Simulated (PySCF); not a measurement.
A run for PySCF: D3(BJ) and D4 dispersion corrections on CH6InNO (SMILES C[O][InH][NH2]), a point of a torsion scan.

```python
from pyscf import gto
from pyscf.dispersion import dftd3, dftd4

mol = gto.M(
    atom='''
    C    -1.61466289   -0.07883501    0.19029813
    O    -1.66149510   -1.26950575   -0.54857037
    In   -3.24462611   -2.39533870   -0.87709609
    N    -5.02408057   -1.59327522   -0.20662386
    H    -1.22453735   -0.27078304    1.19596575
    H    -0.94726720    0.62339213   -0.32061352
    H    -2.60120823    0.39602115    0.29422450
    H    -2.73274075   -3.84260358   -1.60079559
    H    -5.09443795   -0.64064610   -0.55960404
    H    -5.84345379   -2.08728565   -0.54583582
    ''',
    basis='def2-svp',
    charge=0, spin=0, verbose=0, max_memory=1800)
d3, d4 = {}, {}
for xc in ['hf', 'pbe', 'blyp', 'revpbe', 'tpss', 'r2scan', 'b3lyp', 'pbe0', 'bhlyp', 'camb3lyp', 'b2plyp']:
    d3[xc] = float(dftd3.DFTD3Dispersion(mol, xc=xc, version='d3bj', atm=False).get_dispersion()['energy'])
    print(f'D3(BJ) {xc:10s} {d3[xc]:14.8f} Eh')
for xc in ['hf', 'pbe', 'blyp', 'revpbe', 'tpss', 'r2scan', 'b3lyp', 'pbe0', 'bhlyp', 'camb3lyp', 'b2plyp']:
    d4[xc] = float(dftd4.DFTD4Dispersion(mol, xc={'camb3lyp': 'cam-b3lyp'}.get(xc, xc), atm=True).get_dispersion()['energy'])
    print(f'D4     {xc:10s} {d4[xc]:14.8f} Eh')
```

Output:

```
D3(BJ) hf            -0.04860627 Eh
D3(BJ) pbe           -0.00585951 Eh
D3(BJ) blyp          -0.01291921 Eh
D3(BJ) revpbe        -0.01426556 Eh
D3(BJ) tpss          -0.00754122 Eh
D3(BJ) r2scan        -0.00168001 Eh
D3(BJ) b3lyp         -0.01070586 Eh
D3(BJ) pbe0          -0.00525785 Eh
D3(BJ) bhlyp         -0.00892210 Eh
D3(BJ) camb3lyp      -0.00508089 Eh
D3(BJ) b2plyp        -0.00529961 Eh
D4     hf            -0.02065237 Eh
D4     pbe           -0.00604315 Eh
D4     blyp          -0.01302970 Eh
D4     revpbe        -0.01748323 Eh
D4     tpss          -0.00809417 Eh
D4     r2scan        -0.00149507 Eh
D4     b3lyp         -0.00973136 Eh
D4     pbe0          -0.00513825 Eh
D4     bhlyp         -0.00790290 Eh
D4     camb3lyp      -0.00525928 Eh
D4     b2plyp        -0.00420166 Eh
```

The run finished.

Cost: very roughly 0.020 core-seconds.
